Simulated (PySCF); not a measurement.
ethylenediamine (C₂H₈N₂), singlet, at a GFN2-xTB geometry. Base run: B3LYP/def2-SV(P) (PySCF).

Here is a job for PySCF.
```python
from pyscf import gto, scf, dft

mol = gto.M(
    atom='''
N     1.803892    0.386268   -0.224428
C     0.556944    0.177002    0.492213
C    -0.554922   -0.184469   -0.491756
N    -1.759348   -0.550724    0.234509
H     2.552318    0.599947    0.425329
H     1.714755    1.170961   -0.862384
H     0.238868    1.053641    1.084956
H     0.696963   -0.659102    1.180802
H    -0.234142   -1.049638   -1.076059
H    -0.702784    0.659142   -1.189946
H    -2.493257   -0.818000   -0.411963
H    -2.096663    0.239043    0.775954
''',
    basis='def2-sv(p)',
    charge=0,
    spin=0,
    verbose=4,
)

mf = dft.RKS(mol)
mf.xc = 'b3lyp'
mf.kernel()
```

Each row names what was changed in the base input (with any setting that the change needs).

```tsv
change	ΔE vs base (mEh)	grid points	electrons on the grid
base	0.000	134504	33.99995
grids.atom_grid = (150, 974)	-0.007	974160	34.00000
grids.atom_grid = (99, 590)	-0.007	389616	34.00000
grids.becke_scheme = stratmann	-0.001	134504	33.99995
grids.prune = off	0.000	211400	33.99995
grids.prune = dft.gen_grid.sg1_prune	-0.032	59800	34.00017
grids.level = 2	0.000	87376	33.99995
grids.radi_method = delley	0.000	146240	33.99995
grids.atom_grid = (75, 302)	0.000	174744	33.99995
grids.level = 4	-0.007	238632	34.00000
grids.level = 0	24.987	9256	33.99908
```
